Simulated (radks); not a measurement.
Q: Ge+, configuration [Ar] 3d10 4s1.5 4p1 5s0.5 (fractional occupations, a model configuration). Calculated with a radial shooting solver on a logarithmic mesh with Libxc functionals: Dirac Kohn-Sham, PBEsol, spin-unpolarised, spherical densities, finite nucleus; open shells are shared between the two j in proportion to 2j + 1; Fermi nuclear charge, rms radius 4.0742 fm. Some entries of the table are withheld. Estimate them.

orbital      occ.  eigenvalue (hartree)  <r^2> (bohr^2)
1s1/2           2             -402.8146        0.002976
2s1/2           2             -50.80382         0.05205
2p1/2           2             -45.25281             (1)
2p3/2           4             -44.08292             (2)
3s1/2           2              -6.63127          0.4502
3p1/2           2              -4.80171          0.4825
3p3/2           4              -4.64448          0.4987
3d3/2           4              -1.54275          0.6807
3d5/2           6              -1.52116          0.6906
4s1/2         1.5              -0.81767           4.497
4p1/2    0.333333                   (3)           6.815
4p3/2    0.666667                   (4)           7.020
5s1/2         0.5              -0.20723           32.05
4d3/2           0              -0.15130             (5)
4d5/2           0              -0.15090             (6)
5p1/2           0              -0.14250           48.51
5p3/2           0              -0.14083           49.38

A: 
(1) 2p1/2 <r^2> (bohr^2): 0.04038
(2) 2p3/2 <r^2> (bohr^2): 0.04187
(3) 4p1/2 eigenvalue (hartree): -0.49283
(4) 4p3/2 eigenvalue (hartree): -0.48273
(5) 4d3/2 <r^2> (bohr^2): 27.44
(6) 4d5/2 <r^2> (bohr^2): 27.60
